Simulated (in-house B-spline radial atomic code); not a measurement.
Values are calculated unless marked as measured or tabulated.
**Weak and strong correlation along the adiabatic connection**

Two-electron singlets in several external potentials (atomic units), by full CI in B-splines with partial waves to l = 8 (correlation energies up to 0.6 % small). The repulsion is scaled by λ at fixed density; W(λ) is the mean repulsion less the Hartree energy, W(0) = E_x, and the area under W from 0 to 1 is E_xc.

One system gave this curve:

| λ | W (hartree) |
| --- | --- |
| 0 | -3.8809 |
| 0.02 | -3.8828 |
| 0.05 | -3.8855 |
| 0.12 | -3.8919 |
| 0.25 | -3.9037 |
| 0.4 | -3.9171 |
| 0.6 | -3.9346 |
| 0.8 | -3.9516 |
| 1 | -3.9683 |
| 1.4 | -4.0006 |
| 2 | -4.0464 |
| 3 | -4.1165 |
| 4.5 | -4.2091 |
| 7 | -4.3371 |
| 10 | -4.4584 |

Which system is it?
A. −Z/r, Z = 6.24, wall at 0.772 bohr
B. ω²r²/2 − Z/r, ω = 0.785, Z = 0.7
C. −Z/r, Z = 1.55, wall at 1.95 bohr
D. ω²r²/2 − Z/r, ω = 0.0424, Z = 3

A. The exchange energy sets the size: −Z/r, Z = 6.24, wall at 0.772 bohr: E_x = -3.88, E_c = -0.0446; ω²r²/2 − Z/r, ω = 0.0424, Z = 3: E_x = -1.65, E_c = -0.0434; −Z/r, Z = 1.55, wall at 1.95 bohr: E_x = -1.13, E_c = -0.0414; ω²r²/2 − Z/r, ω = 0.785, Z = 0.7: E_x = -0.78, E_c = -0.0392 hartree.
